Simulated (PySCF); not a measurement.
## Core-level binding energies of (LiF)4 cube

Species: (LiF)4 cube, Li4F4.
Cartesian coordinates in Å at the PBE0-D3(BJ)/def2-SVP level; atoms count from 1:
```xyz
8
Li4F4 angstrom
Li     0.7659   -0.6880    1.0657
F     -0.1416    0.8373    1.4040
Li    -1.4292    0.0797    0.3871
F     -0.5977   -1.5138    0.2085
Li     0.1252   -0.7607   -1.2658
F      1.5817   -0.0837   -0.4323
Li     0.5377    1.3677   -0.1852
F     -0.8421    0.7616   -1.1821
```

Method used: delta-SCF UKS SCAN, pcX-2 on the ionised atom, pcseg-1 elsewhere, spin-free X2C in PySCF 2.14.0. Binding energies are ΔSCF values: E(core-ionised, relaxed orbitals) − E(ground state) at a fixed geometry, referred to the vacuum level.

Question: Give the core binding energies atom by atom.

Answer: 
```
        atom(s)  bonded to  level  binding energy (eV)  count
    F2/F4/F6/F8       3 Li   F 1s               690.20      4
Li1/Li3/Li5/Li7        3 F  Li 1s                62.23      4
```

Question: Which photon energy gives electrons from F 1s of F2 (atom 2)/F4/F6/F8 a kinetic energy of 50 eV, and what is their de Broglie wavelength?

Answer: hν = 690.20 + 50 = 740.20 eV, recoil neglected; λ = 12.264 Å/√(E/eV) = 1.73 Å.

The first atom of each set that the bonding makes equivalent was ionised and stands for the set. Geometry: PBE0-D3(BJ)/def2-SVP, one conformer, isolated molecule.
